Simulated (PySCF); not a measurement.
# Spinor energies of Pb⁺ (lead, charge +1)

Start: [Xe] 4f14 5d10 6s1 6p2; 6s1/2 filled at m_j = +1/2; 6p3/2 filled at m_j = +1/2, +3/2. Calculated with PySCF 2.14 in x2c-TZVPall-2c (11s11p9d3f, 110 functions): generalised Hartree-Fock with the X2C-1e Hamiltonian and a Gaussian nucleus; spin-orbit coupling (SO) screened by Boettger's factors. This is a chosen level, not necessarily the ground level.

| spinor shell | electrons | ε, screened SO (eV) | weight of nominal j (screened SO) | rms radius, screened SO (bohr) |
| --- | --- | --- | --- | --- |
| 1s1/2 | 2 | -88480.2 | 1.000 | 0.0181 |
| 2s1/2 | 2 | -15987.8 | 1.000 | 0.0730 |
| 2p1/2 | 2 | -15330.0 | 1.000 | 0.0617 |
| 2p3/2 | 4 | -13135.6 | 1.000 | 0.0700 |
| 3s1/2 | 2 | -3917.2 | 1.000 | 0.186 |
| 3p1/2 | 2 | -3621.2 | 1.000 | 0.178 |
| 3p3/2 | 4 | -3124.7 | 1.000 | 0.195 |
| 3d3/2 | 4 | -2643.6 | 1.000 | 0.170 |
| 3d5/2 | 6 | -2538.4 | 1.000 | 0.175 |
| 4s1/2 | 2 | -933.18 | 1.000 | 0.408 |
| 4p1/2 | 2 | -803.99 | 1.000 | 0.412 |
| 4p3/2 | 4 | -680.77 | 1.000 | 0.446 |
| 4d3/2 | 4 | -470.03 | 1.000 | 0.455 |
| 4d5/2 | 6 | -446.39 | 1.000 | 0.466 |
| 5s1/2 | 2 | -176.28 | 1.000 | 0.916 |
| 4f5/2 | 6 | -170.83 | 1.000 | 0.493 |
| 4f7/2 | 8 | -165.85 | 1.000 | 0.495 |
| 5p1/2 | 2 | -130.08 | 1.000 | 0.983 |
| 5d3/2 | 4 | -40.354 | 0.990 | 1.36 |
| 5d5/2 | 6 | -37.370 | 0.993 | 1.40 |
| 6s1/2 | 1 | -26.146 | 0.999 | 2.45 |
| 6p3/2 | 2 | -14.901 | 0.680 | 3.13 |

Where does 5p3/2 lie, and what is the 5p spin-orbit splitting (screened SO)?

At -107.07 eV, 23.007 eV above 5p1/2.

```json
{"quantity": "E (hartree)", "screened SO": "-20903.00191"}
{"quantity": "M_J", "screened SO": "5/2"}
{"quantity": "⟨J²⟩", "screened SO": "8.763"}
{"quantity": "⟨L²⟩", "screened SO": "2.605"}
{"quantity": "⟨S²⟩", "screened SO": "3.660"}
```

Each row is a mean over spinors that exchange with the open shell spreads, by up to 1.390 eV (6p3/2).

Rows whose weight is well below 1 are mixtures of j = l ± 1/2: exchange outweighs spin-orbit coupling there, and the label is only the starting occupation.

Breit and QED terms are absent; they matter most for the inner s and p1/2 levels.

Densities and radii are taken from the X2C orbitals without a picture-change correction, which distorts them close to the nucleus.
